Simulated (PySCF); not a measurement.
S: excitation energy

S [Ne] 3s2 3p4 (3P) → S [Ne] 3s1 3p5 (3P), as a difference of total energies. Computed with PySCF 2.14 in x2c-QZVPPall with one added diffuse shell each of s, p, d, f type (10s7p5d3f1g, 86 functions), with scalar relativity by spin-free X2C-1e. Correlated levels: valence: [Ne] frozen; valence and next inner shell: 1s2 frozen. The calculations carry no spin-orbit coupling.

| method | excitation energy (cm⁻¹) |
| --- | --- |
| UHF | 93431 |
| LDA | 80898 |
| PBE | 81168 |
| PBE0 | 84588 |
| r2SCAN | 82478 |
| BP86 | 80907 |
| B3LYP | 83843 |
| wB97M-V | 86143 |
| M06-2X | 83889 |
| MP2 (valence) | 84864 |
| SCS-MP2 (valence) | 83915 |
| MP2 (valence and next inner shell) | 85032 |
| SCS-MP2 (valence and next inner shell) | 84028 |

Errors of the correlated levels include the incompleteness of this basis and the frozen core.

The upper state lies above the first ionisation limit, where it may autoionise and the basis confines it.

Every method misses the reference by a wide margin, which points to the basis or the choice of state and not to the methods.

For comparison: 72008 cm⁻¹ (measured; NIST levels, between the centres of gravity of the two terms).
